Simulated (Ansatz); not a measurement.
`C=C=[CH][ZnH]` + H–F → `[F][ZnH]` + `C=C=C` at 700 K and 1 bar (ligand exchange at a Zn–C bond).

Gas-phase electronic energies from Ansatz, PBE0-D4/def2-TZVP geometries. CBS: MP2 limit from def2 TZ/QZ plus the TZ coupled-cluster correction, frozen cores. This one scheme is used for every species. For Zn outer-core shells are correlated without core-valence functions, which leaves a few kJ/mol of doubt a bond. Scalar relativity is left out up to krypton.

```csv
species,CCSD(T)/CBS energy (Eh),H − E (kJ/mol),S (J/(mol·K))
`C=C=[CH][ZnH]`,-1894.86314,196.5,402.2
H–F,-100.39570,45.2,198.5
`[F][ZnH]`,-1878.79355,52.0,275.4
`C=C=C`,-116.49399,189.5,308.4
```

H − E and S are ideal-gas, rigid-rotor, harmonic terms from PBE0-D4/def2-TZVP. 1 Eh = 2625.50 kJ/mol, R = 8.31446 J/(mol·K).

Question: By hand: ΔE, ΔH, ΔS and ΔG.

Answer: ΔE = (-1878.79355) + (-116.49399) − (-1894.86314) − (-100.39570) = -0.02870 Eh = -75.4 kJ/mol. Δ(H − E) = 52.0 + 189.5 − 196.5 − 45.2 = -0.2, so ΔH = -75.6 kJ/mol. ΔS = 275.4 + 308.4 − 402.2 − 198.5 = -16.9 J/(mol·K). ΔG = -75.6 − 700 × (-16.9)/1000 = -63.8 kJ/mol.

Question: By hand: the equilibrium constant, and the temperature at which ΔG would vanish if ΔH and ΔS stayed fixed.

Answer: log₁₀ K = −ΔG/(RT ln 10) = 4.8. ΔG = 0 at ΔH/ΔS = 4473 K, far beyond where these terms or the molecules hold.

ΔH outweighs TΔS. A doubt of 5 kJ/mol in ΔE shifts log₁₀ K by 0.4 here. These are equilibria of isolated gas molecules and say nothing of rates. Largest T1 diagnostic: 0.018 (customary marks: 0.02 for closed shells, 0.045 for open ones).
